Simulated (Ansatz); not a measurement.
# Relaxing a trial structure of Ge2H4Si

The starting geometry of this gas-phase singlet was optimised with GFN2-xTB.

```yaml
atoms:
  - { symbol: Ge, position_ang: [-1.4538, 2.0992, 0.9608] }
  - { symbol: Ge, position_ang: [0.8067, 2.8851, 1.0412] }
  - { symbol: Si, position_ang: [-0.2035, 0.2481, 0.0181] }
  - { symbol: H, position_ang: [-0.7608, -0.0596, -1.3091] }
  - { symbol: H, position_ang: [1.2562, 0.1318, -0.2028] }
  - { symbol: H, position_ang: [-0.5020, -0.9110, 0.8784] }
  - { symbol: H, position_ang: [0.0030, 3.3160, -0.3969] }
```

Problem. Where would you expect an optimisation with B3LYP-D3(BJ)/def2-SVP to take it?

Solution. A new bond forms, giving a structure with H7 bridging Ge1 and Ge2, given below by its coordinates. Contacts that close: Ge1–H7 (2.33 → 1.82 Å).

The energy falls by 0.30 eV over 11 steps:

```tsv
step	E − E(last) (eV)
1	0.296
2	0.097
3	0.048
4	0.040
5	0.008
7	0.001
8	0.000
9	0.000
10	0.000
11	0.000
```

Final geometry (Å):

```yaml
atoms:
  - { symbol: Ge, position_ang: [-1.3920, 2.2484, 0.9644] }
  - { symbol: Ge, position_ang: [0.9438, 2.7081, 0.8478] }
  - { symbol: Si, position_ang: [-0.1261, 0.2508, -0.0315] }
  - { symbol: H, position_ang: [-0.6371, -0.0059, -1.4067] }
  - { symbol: H, position_ang: [1.3676, 0.0912, -0.0909] }
  - { symbol: H, position_ang: [-0.6252, -0.7801, 0.9241] }
  - { symbol: H, position_ang: [-0.3853, 3.1970, -0.2177] }
```

Frequencies at the end are all real (lowest 100 cm⁻¹). Run with Ansatz 0.2.0, 20 s on 2 threads of Intel(R) Xeon(R) 6975P-C (Granite Rapids), with other jobs on the host.
